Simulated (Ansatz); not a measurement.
Computed with Ansatz on PBE0-D4/def2-TZVP structures; ΔE is electronic, products minus reactants. CCSD(T)/CBS adds triple-zeta CCSD(T) − MP2 to the extrapolated MP2 energy (def2 sets, frozen cores). This one scheme is used for every species. Functionals use def2-TZVPP. B3LYP here is the variant with VWN-RPA as its local correlation; programs differ in this. Each species was taken in one conformer, which may not be the lowest.

Reaction (ligand exchange at the Si–O bond): `OCO[SiH2]O` + `SS` → `O[SiH2]SS` + `OCO`

```tsv
level	ΔE (kJ/mol)
PBE-D4	26.6
PBE0-D4	30.8
B3LYP-D4	42.0
ωB97M-V	42.4
PBE	28.3
HF/def2-QZVPP	59.8
MP2/CBS(def2)	36.7
CCSD/CBS(def2)	43.5
```

Q: What does CCSD(T)/CBS give? (Best estimate.)

A: Computed: +40.2 kJ/mol. The listed levels differ from it by -13.6, -9.4, 1.8, 2.2, -11.9, 19.6, -3.5, 3.3 kJ/mol.

Largest T1 diagnostic among the species: 0.012.

In def2-TZVPP, CCSD(T) changes the Hartree–Fock value by −14.1 kJ/mol (the triples alone add −3.3 kJ/mol) and MP2 by −17.6 kJ/mol. The D4 term adds −3.2 kJ/mol with B3LYP and −1.5 kJ/mol with PBE0; it sums over pairs of atoms, weighted by their polarisabilities, and B3LYP, whose exchange is more repulsive, gets the larger term.
